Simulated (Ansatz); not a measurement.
A structure drawn as `C=C[SiH2][SiH2]O`, with this starting geometry:

```xyz
13

C     0.224    2.099    1.675
C    -0.312    0.994    1.101
Si   -0.422    0.581   -0.676
Si    0.354   -1.559   -1.143
O    -0.441   -2.690   -0.204
H     0.611    2.906    1.039
H     0.265    2.235    2.765
H    -0.674    0.226    1.759
H     0.341    1.624   -1.502
H    -1.814    0.734   -1.140
H     1.801   -1.659   -0.848
H     0.106   -1.904   -2.598
H    -0.039   -3.585   -0.228
```

Total charge 0; spin multiplicity 1.

Problem. Does it keep its bonds when Ansatz relaxes it at PBE-D4/def2-SVP and then PBE0-D4/def2-TZVP?

Solution. Yes, every drawn bond is still there and no new one forms.

Problem. Give the relaxed structure. (Best estimate.)

Solution. Computed: 
Z-matrix (Å, degrees):
```
Si
C 1 1.861
Si 1 2.342 2 110.4
H 1 1.490 2 110.8 3 120.6
H 1 1.491 2 109.1 3 -119.8
C 2 1.330 1 123.6 3 115.1
H 2 1.089 1 118.1 3 -63.0
O 3 1.657 1 106.1 2 55.9
H 3 1.494 1 111.6 2 177.0
H 3 1.494 1 110.8 2 -64.5
H 6 1.086 2 121.8 1 1.6
H 6 1.087 2 122.1 1 -178.4
H 8 0.958 3 117.6 1 -178.8
```
No frequency check was run.

Atoms count as bonded under 1.1 times the sum of their covalent radii (H–H under 0.85 Å, pairs among N, O and F under 1.55 Å), and a drawn bond as lost past 1.3 times.
